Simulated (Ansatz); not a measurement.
Consider the cleavage of the Si–Ge bond: `[SiH3][SiH2][GeH2][GeH2][GeH2][SiH3]` + `[NH2][AlH2]` → `[AlH2][NH][SiH2][SiH3]` + `[SiH3][GeH2][GeH2][GeH3]`.

Isolated molecules relaxed with PBE0-D4/def2-TZVP in Ansatz; ΔE leaves out vibrations. CCSD(T)/CBS is the MP2 limit (def2-TZVPP, def2-QZVPP) plus CCSD(T) − MP2 in def2-TZVPP, frozen cores. This one scheme is used for every species. Functionals use def2-TZVPP. B3LYP here is the variant with VWN-RPA as its local correlation; programs differ in this. For Ge outer-core shells are correlated without core-valence functions, which leaves a few kJ/mol of doubt a bond. Scalar relativity is left out up to krypton. Each species was taken in one conformer, which may not be the lowest.

`[SiH3][SiH2][GeH2][GeH2][GeH2][SiH3]`:

Z-matrix (Å, degrees):
```
Si
Si 1 2.338
H 1 1.488 2 110.2
H 1 1.487 2 109.8 3 119.9
H 1 1.487 2 110.9 3 -120.0
Ge 2 2.383 1 112.4 3 -175.6
H 2 1.490 1 108.4 3 -54.6
H 2 1.490 1 109.7 3 63.0
Ge 6 2.427 2 111.0 1 -81.1
H 6 1.540 2 109.7 1 39.6
H 6 1.541 2 109.9 1 157.7
Ge 9 2.426 6 110.0 2 51.5
H 9 1.541 6 109.7 2 172.1
H 9 1.540 6 109.2 2 -69.7
Si 12 2.379 9 109.3 6 52.2
H 12 1.540 9 108.4 6 -68.4
H 12 1.540 9 110.4 6 173.8
H 15 1.487 12 109.2 9 73.1
H 15 1.487 12 109.6 9 -45.5
H 15 1.486 12 111.7 9 -166.2
```

`[NH2][AlH2]`:

```xyz
6

N    -0.396   -0.634   -0.567
Al    0.349    0.560    0.501
H    -0.983   -0.414   -1.356
H    -0.294   -1.632   -0.475
H     0.078    2.091    0.203
H     1.245    0.029    1.694
```

`[AlH2][NH][SiH2][SiH3]`:

Z-matrix (Å, degrees):
```
Si
N 1 1.732
Si 1 2.345 2 111.9
H 1 1.488 2 107.0 3 -120.2
H 1 1.493 2 112.0 3 121.7
Al 2 1.783 1 129.3 3 119.7
H 2 1.012 1 114.5 3 -59.0
H 3 1.489 1 111.4 2 176.7
H 3 1.489 1 110.7 2 -62.4
H 3 1.491 1 110.1 2 56.7
H 6 1.580 2 117.9 1 1.1
H 6 1.583 2 117.4 1 -178.7
```

`[SiH3][GeH2][GeH2][GeH3]`:

Z-matrix (Å, degrees):
```
Si
Ge 1 2.378
H 1 1.487 2 111.4
H 1 1.487 2 109.7 3 120.7
H 1 1.487 2 109.3 3 -120.4
Ge 2 2.426 1 109.8 3 -178.8
H 2 1.541 1 109.8 3 61.9
H 2 1.540 1 110.6 3 -57.0
Ge 6 2.423 2 109.8 1 -53.9
H 6 1.540 2 110.5 1 -175.3
H 6 1.540 2 109.3 1 66.1
H 9 1.538 6 109.9 2 -55.6
H 9 1.538 6 109.7 2 63.5
H 9 1.538 6 111.3 2 -176.2
```

```csv
level,ΔE (kJ/mol)
PBE,-8.7
B3LYP,-26.1
SCS-MP2/def2-TZVPP,-21.5
CCSD/def2-TZVPP,-17.9
```

**Question.** What does CCSD(T)/CBS give? (An estimate is asked.)

**Answer.** Computed: -11.0 kJ/mol. The listed levels differ from it by 2.3, -15.1, -10.5, -6.9 kJ/mol.

Largest T1 diagnostic among the species: 0.013.

From PBE to PBE0 (25 % exact exchange), in def2-TZVPP and without D4, ΔE moves by −3.7 kJ/mol. In def2-TZVPP, CCSD(T) changes the Hartree–Fock value by +30.1 kJ/mol (the triples alone add +4.1 kJ/mol) and MP2 by +30.0 kJ/mol. The D4 term adds +14.5 kJ/mol with B3LYP and +9.1 kJ/mol with PBE0; it sums over pairs of atoms, weighted by their polarisabilities, and B3LYP, whose exchange is more repulsive, gets the larger term.
